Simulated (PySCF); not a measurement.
A structure optimised at PBE-D3(BJ)/def2-SVP, used in a PySCF frequency run:

```xyz
14

C     -1.4137    -1.6309     0.0000
C     -0.3719    -0.7837     0.0000
C      1.1423    -1.0501     0.0000
N      1.3712     0.4062     0.0000
B     -0.0040     0.7652     0.0000
C     -0.7419     2.1493     0.0000
H     -2.4510    -1.2560     0.0000
H     -1.2859    -2.7284     0.0000
H      1.5285    -1.5755    -0.9044
H      1.5285    -1.5755     0.9044
H      2.2812     0.8688     0.0000
H     -1.4064     2.2349    -0.8864
H     -0.0553     3.0198     0.0000
H     -1.4064     2.2349     0.8864
```
Charge 0, spin multiplicity 1.

Question: Write its SMILES, formula and point group.

Answer: C=C1CNB1C, C4H8BN, Cs

Question: What are its rotational constants (standard atomic weights)?

Answer: 5.1028, 3.2779, 2.0481 GHz
